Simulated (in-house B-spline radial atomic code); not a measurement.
## The gold ion Au⁺: [Xe] 4f14 5d10

All numbers are computed (Dirac-Kohn-Sham PBE0, spherical fractional occupations; Fermi nucleus of rms radius 5.4371 fm) with a radial B-spline atomic code at the basis-set limit, not measured.

Z_r = [3n² - l(l+1)]/(2<r>); Z_e = n√(-2ε); the last column is Slater's effective charge. Values are occupation-weighted means over j. An effective charge above Z reflects the relativistic contraction of the inner shells.

```tsv
shell	electrons	ε (eV)	<r> (bohr)	Z_r	Z_e	Slater
1s	2	-80780	0.01687	88.92	77.05	78.70
2s	2	-14288	0.07046	85.16	64.81	74.85
2p	6	-12473	0.0637	78.50	60.56	74.85
3s	2	-3395.6	0.1832	73.68	47.39	67.75
3p	6	-2858.8	0.184	67.94	43.49	67.75
3d	10	-2230	0.1677	62.61	38.41	57.85
4s	2	-752.88	0.4069	58.98	29.76	51.25
4p	6	-573.94	0.4319	53.26	25.98	51.25
4d	10	-343.99	0.4584	45.82	20.11	39.85
5s	2	-121.63	0.9326	40.21	14.95	21.35
4f	14	-95.044	0.4984	36.11	10.57	28.45
5p	6	-73.265	1.074	33.98	11.60	21.35
5d	10	-16.954	1.568	22.01	5.58	7.85
```

The least bound orbital is 5d5/2 at -16.31 eV, and it is also the most diffuse (<r> = 1.595 bohr).

Spin-orbit splittings of the orbital energies (j = l + 1/2 above j = l - 1/2 when positive): 2p 1836 eV, 3p 406.6 eV, 3d 87.19 eV, 4p 97.83 eV, 4d 18.29 eV, 4f 3.862 eV, 5p 16.61 eV, 5d 1.611 eV.

For the 1s electron the small component carries 9 % of the norm, the zero-frequency Breit interaction raises the level by 302.9 eV, self-energy by 193.8 eV, and vacuum polarisation lowers it by 39.52 eV.
